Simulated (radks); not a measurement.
Species: Sb. Configuration: [Kr] 4d10 5s2 5p3. Method: Dirac Kohn-Sham, LDA (Slater exchange, Perdew-Wang correlation), spin-unpolarised, spherical densities, finite nucleus; open shells are shared between the two j in proportion to 2j + 1; Fermi nuclear charge, rms radius 4.6802 fm; computed with a radial shooting solver on a logarithmic mesh with Libxc functionals.

Normalised radial functions P(r) = r R(r) (large component), r in bohr:

r,4p3/2,4d3/2,5p3/2
0.001136,0.0009,0.0000,0.0003
0.001527,0.0017,0.0000,0.0004
0.002053,0.0030,0.0000,0.0008
0.002738,0.0051,0.0001,0.0014
0.003682,0.0089,0.0001,0.0024
0.00491,0.0152,0.0003,0.0041
0.006602,0.0261,0.0006,0.0070
0.008876,0.0440,0.0012,0.0118
0.01184,0.0718,0.0026,0.0192
0.01592,0.1155,0.0058,0.0309
0.02123,0.1769,0.0121,0.0473
0.02854,0.2605,0.0254,0.0696
0.03837,0.3564,0.0514,0.0952
0.05118,0.4360,0.0977,0.1163
0.06881,0.4522,0.1776,0.1202
0.09178,0.3388,0.2926,0.0892
0.1234,0.0468,0.4366,0.0103
0.1659,-0.3623,0.5551,-0.0990
0.2213,-0.6625,0.5542,-0.1760
0.2975,-0.5799,0.3348,-0.1448
0.3968,-0.0156,-0.1066,0.0170
0.5335,0.7690,-0.6497,0.2200
0.7172,1.2217,-1.0198,0.2781
0.9566,1.0936,-1.0423,0.1007
1.286,0.6341,-0.7812,-0.2313
1.715,0.2469,-0.4476,-0.5184
2.306,0.0579,-0.1870,-0.6391
3.101,0.0075,-0.0546,-0.5645
4.136,0.0005,-0.0106,-0.3820
5.56,0.0000,-0.0011,-0.1902
7.416,0.0000,-0.0001,-0.0683
9.97,0.0000,0.0000,-0.0154

4p3/2: eigenvalue -98.864 eV, 2 radial nodes at r = 0.128, 0.399 bohr, <r> = 0.862 bohr, 90 % of the charge inside 1.27 bohr. 4d3/2: eigenvalue -34.277 eV, 1 radial node at r = 0.374 bohr, <r> = 1.02 bohr, 90 % of the charge inside 1.58 bohr. 5p3/2: eigenvalue -4.797 eV, 3 radial nodes at r = 0.127, 0.387, 1.05 bohr, <r> = 2.95 bohr, 90 % of the charge inside 4.52 bohr.
